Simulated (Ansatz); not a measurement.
System: CCl$_{2}$, charge 1, multiplicity 2. SMILES of the parent species: [C](Cl)Cl
Coordinates optimised at B3LYP-D3(BJ)/def2-TZVP (Ansatz, a first-principles code):
```xyz
3

C      0.0186     0.0059     0.5093
Cl     0.8255    -1.2186    -0.1061
Cl    -0.8321     1.2165    -0.0737
```
Charge +1, spin multiplicity 2.

Problem. Give the harmonic wavenumbers at B3LYP-D3(BJ)/def2-TZVP (Ansatz, finite differences of forces, unscaled).

Solution. 344, 738, 1223 cm⁻¹. Zero-point energy 3.3 kcal/mol.

Problem. From these and the geometry, give the ideal-gas thermochemistry at 298.15 K and 1 atm (rigid rotor, harmonic oscillator).

Solution. Point group C2v, rotational symmetry number 2. Rotational constants 136.9, 3.285, 3.208 GHz. S(trans) 39.16, S(rot) 21.55, S(vib) 1.50, S(elec, spin only) 1.38, S 63.6 cal/(mol K). H(298) - H(0) 2.67 kcal/mol; G - E(el) -13.0 kcal/mol.
